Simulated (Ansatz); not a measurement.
`CN[SiH2]OC`, relaxed with RKS PBE0-D4/def2-TZVP in the Gaussian-basis code of Ansatz from a GFN2-xTB geometry. The force threshold is 0.005 eV/Å; the program also tests the step.

Total charge 0; spin multiplicity 1.

Start:

```xyz
14

C     2.274    0.622   -0.200
N     1.018   -0.055    0.018
Si   -0.422    0.747    0.514
O    -1.620   -0.336    0.675
C    -2.156   -1.189   -0.287
H     2.842    0.762    0.726
H     2.072    1.603   -0.623
H     2.890    0.056   -0.902
H     1.164   -0.992    0.368
H    -0.658    1.741   -0.538
H    -0.479    1.300    1.865
H    -2.826   -1.889    0.216
H    -2.724   -0.620   -1.029
H    -1.373   -1.750   -0.804
```

Question: By how much does the energy fall, and how many steps does the optimiser take? (Best estimate.)

Answer: The calculation gave: 17.06 kJ/mol, in 23 steps, 2 of them rejected.

Question: Which bonds change most? (Best estimate.)

Answer: The calculation gave: Si3–O4 from 1.622 to 1.647 Å; Si3–H10 from 1.466 to 1.490 Å; Si3–H11 from 1.461 to 1.479 Å; N2–Si3 from 1.722 to 1.705 Å.

Question: Give the relaxed structure. (Best estimate.)

Answer: Ansatz gave: 
```xyz
14

C     1.886    0.348   -0.477
N     1.153    0.291    0.768
Si   -0.489    0.698    0.978
O    -1.604   -0.478    0.685
C    -1.793   -1.037   -0.591
H     2.880    0.784   -0.338
H     1.351    0.986   -1.184
H     2.011   -0.634   -0.950
H     1.623   -0.225    1.494
H    -0.742    1.816    0.027
H    -0.714    1.041    2.399
H    -2.704   -1.639   -0.576
H    -1.904   -0.264   -1.362
H    -0.955   -1.686   -0.871
```
